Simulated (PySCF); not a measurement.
Vertical excitations of a molecule C2H10OSi3 from PySCF 2.14.0 with TDA-M06-2X/def2-SVPD, as energy in eV (oscillator strength): 4.09 (0.004), 6.65 (0.019), 6.75 (0.229), 6.95 (0.176), 7.15 (0.059), 7.24 (0.038). Lowest triplet (TDA): 3.60 eV. Geometry optimised at B3LYP-D3(BJ)/def2-SVP. The values are those of a single conformer.

Task: Which structure fits?
A) C[SiH2][SiH2]C(=O)[SiH3]
B) [SiH3][C@@H]1CO[SiH2][SiH2]1
C) O[Si@H]1C[SiH2]C[SiH2]1
D) O=CC[SiH2][SiH2][SiH3]

Result: D, O=CC[SiH2][SiH2][SiH3]
